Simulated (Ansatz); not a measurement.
Reaction (ligand exchange at a Ge–N bond): `F[SiH](F)[NH][GeH3]` + `OCS` → `OC[S][GeH3]` + `N[SiH](F)F`

Isolated molecules relaxed with PBE0-D4/def2-TZVP in Ansatz; ΔE leaves out vibrations. CCSD(T)/CBS adds triple-zeta CCSD(T) − MP2 to the extrapolated MP2 energy (def2 sets, frozen cores). This one scheme is used for every species. Functionals use def2-TZVPP. B3LYP here is the variant with VWN-RPA as its local correlation; programs differ in this. For Ge outer-core shells are correlated without core-valence functions, which leaves a few kJ/mol of doubt a bond. Scalar relativity is left out up to krypton. One conformer a species, not always the lowest.

Q: Is it downhill or uphill in electronic energy at CCSD(T)/CBS, and by how much? (Best estimate.)

A: The calculation gave: Downhill: ΔE = -39.6 kJ/mol.

Q: What do these levels give: PBE-D4, ωB97M-V, B2PLYP, PBE, PBE0, B3LYP, MP2/def2-TZVPP, SCS-MP2/def2-TZVPP, CCSD(T)/def2-TZVPP, HF/def2-QZVPP, MP2/def2-QZVPP, CCSD/CBS(def2)? (An estimate is asked.)

A: Computed: PBE-D4 -50.4, ωB97M-V -40.1, B2PLYP -39.7, PBE -50.2, PBE0 -47.1, B3LYP -41.7, MP2/def2-TZVPP -38.6, SCS-MP2/def2-TZVPP -33.9, CCSD(T)/def2-TZVPP -35.7, HF/def2-QZVPP -29.1, MP2/def2-QZVPP -40.4, CCSD/CBS(def2) -37.3 kJ/mol.

Largest T1 diagnostic among the species: 0.012.

In def2-TZVPP, CCSD(T) changes the Hartree–Fock value by −5.5 kJ/mol (the triples alone add −2.3 kJ/mol) and MP2 by −8.4 kJ/mol. From PBE to PBE0 (25 % exact exchange), in def2-TZVPP and without D4, ΔE moves by +3.1 kJ/mol.
